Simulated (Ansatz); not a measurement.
Geometry optimisation, Ansatz 0.2.0, RKS B3LYP-D4/def2-SVP.

Input file:

```yaml
crystal:
  periodic: [false, false, false]
  atoms:
    - { symbol: O, position_ang: [-1.04365, -0.19172, -0.31362] }
    - { symbol: Si, position_ang: [0.37801, 0.33322, 0.04014] }
    - { symbol: Br, position_ang: [1.85557, -0.94082, 0.91802] }
    - { symbol: H, position_ang: [-1.67162, -0.92022, -0.3331] }
    - { symbol: H, position_ang: [0.48169, 1.71954, -0.31144] }
total_charge: 1
basis:
  gaussian: { orbitals: def2-SVP }
hamiltonian:
  xc: b3lyp
  dispersion: d4
relax:
  f_tol: 0.015
  max_steps: 40
output:
  orbitals: {}
```

Launched with:

```bash
$ ansatz run input.yaml --threads 1 --pin off --max-ram 2048MiB --backend cpu --events-out ev --progress --plain --runs-dir out
```

Task: Where does it end, and by what steps?

Result: It converged. Limits of this set-up: the dipole of an ion depends on the origin. After 7 steps the energy has fallen by 0.087 eV; H4 moved furthest, 0.14 Å.

```tsv
step	energy less start (eV)	largest force component (eV/Å)	accepted
0	0.0000	0.814	yes
1	-0.0487	0.447	yes
2	-0.0567	0.214	yes
3	-0.0692	0.230	yes
4	-0.0695	1.046	yes
5	-0.0871	0.099	yes
6	-0.0874	0.052	yes
7	-0.0875	0.007	yes
```

```xyz
5
Properties=species:S:1:pos:R:3
O -1.136 -0.144 -0.360
Si 0.330 0.333 0.024
Br 1.802 -0.927 0.895
H -1.579 -1.006 -0.276
H 0.583 1.744 -0.283
```

Whether the end is a true minimum wasn't checked by a vibrational analysis.

Time of the run: 65 s on 1 thread of Intel(R) Xeon(R) Processor @ 2.50GHz (Skylake/Cascade Lake), on a shared host, peak memory 0.15 GiB.
